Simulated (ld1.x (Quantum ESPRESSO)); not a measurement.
**Configuration tests for gold (PAW)**

- Element: gold (Au)
- Generator: ld1.x (Quantum ESPRESSO) 7.5
- Type: PAW
- Functional: LDA (PZ)
- Relativity: scalar-relativistic
- Frozen core: [Xe] 4f14
- Valence charge: 11
- Reference configuration: 5d10 6s0.5 6p0 (charge +0.5)
- Partial waves: 6s (bound): rcut 2.25, rcutus 2.40 bohr; 6s channel at 3.8 Ry: rcut 2.25, rcutus 2.40 bohr; 6p (bound, empty): rcut 2.50, rcutus 3.40 bohr; 6p channel at 0.5 Ry: rcut 2.50, rcutus 3.40 bohr; 5d (bound): rcut 1.30, rcutus 1.80 bohr; 5d channel at 3.75 Ry: rcut 1.30, rcutus 1.80 bohr
- Local potential: all-electron potential smoothed inside 2.60 bohr (lloc = -2)
- Core correction: Bessel-smoothed model core, default radius (core density twice the valence density)
- Augmentation charge: BESSEL, radius 1.30 bohr

Energies are relative to the spin-unpolarised reference configuration 5d10 6s0.5 6p0; without spin polarisation the order of configurations can differ from experiment. Spin-polarised rows fill each open shell by Hund’s rule, majority spin first.

```json
{"valence configuration": "5d10 6s1 6p0", "charge": "0", "ΔE all-electron (eV)": "-3.947", "error AE − PS (meV)": "+1.3"}
{"valence configuration": "5d9 6s0 6p0", "charge": "+2", "ΔE all-electron (eV)": "27.328", "error AE − PS (meV)": "-38"}
{"valence configuration": "5d8 6s0 6p0", "charge": "+3", "ΔE all-electron (eV)": "61.495", "error AE − PS (meV)": "-205"}
{"valence configuration": "5d9 6s1 6p0", "charge": "+1", "ΔE all-electron (eV)": "8.427", "error AE − PS (meV)": "-22"}
{"valence configuration": "5d9 6s2 6p0", "charge": "0", "ΔE all-electron (eV)": "-2.346", "error AE − PS (meV)": "-15"}
{"valence configuration": "5d10 6s0 6p1", "charge": "0", "ΔE all-electron (eV)": "1.451", "error AE − PS (meV)": "-0.3"}
{"valence configuration": "5d10 6s1 6p0 (spin-polarised)", "charge": "0", "ΔE all-electron (eV)": "-4.081", "error AE − PS (meV)": "+1.1"}
```

(1) What are ΔE and the potential's error for 5d10 6s0.5 6p0 (spin-polarised)?

(2) What are ΔE and the potential's error for 5d10 6s0 6p0?

Levels in the configuration 5d10 6s0 6p1:

| level | all-electron (eV) | pseudo (eV) |
| --- | --- | --- |
| 5d | -9.187 | -9.193 |
| 6p | -2.014 | -2.015 |

## Answers

(1) ΔE = -0.038 eV all-electron; the error (AE − PS) is -0.1 meV.

(2) ΔE = 5.827 eV all-electron; the error (AE − PS) is -2.4 meV.
